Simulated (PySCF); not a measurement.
SMILES [CH2]C(C)O, doublet (PBE0/def2-SVP optimised geometry):

```
11

C     -1.304     0.545     0.000
C      0.185     0.545     0.000
C      0.778    -0.798    -0.411
O      0.704     1.604    -0.778
H     -1.830     1.503     0.000
H     -1.876    -0.368     0.182
H      0.538     0.769     1.029
H      1.876    -0.746    -0.396
H      0.458    -1.068    -1.432
H      0.455    -1.604     0.266
H      0.342     1.504    -1.667
```

Method: unrestricted PBE0/def2-TZVP (PySCF).

Problem. What are the frontier orbital energies (α orbitals alone; a β orbital can be the lowest empty one) and the dipole moment?

Solution. HOMO-2 -9.42 eV, HOMO-1 -8.13 eV, HOMO -6.37 eV, LUMO 1.24 eV, LUMO+1 2.03 eV; dipole moment 1.48 D.

On the same geometry PySCF with unrestricted PBE/def2-TZVP gives HOMO-2 -7.85 eV, HOMO-1 -6.44 eV, HOMO -4.99 eV, LUMO 0.41 eV, LUMO+1 1.16 eV; dipole moment 1.37 D.

Meta-Löwdin charges at PBE0/def2-TZVP: C1 -0.28, C2 0.13, C3 -0.36, O4 -0.54, H5 0.13, H6 0.12, H7 0.12, H8 0.12, H9 0.11, H10 0.12, H11 0.33.
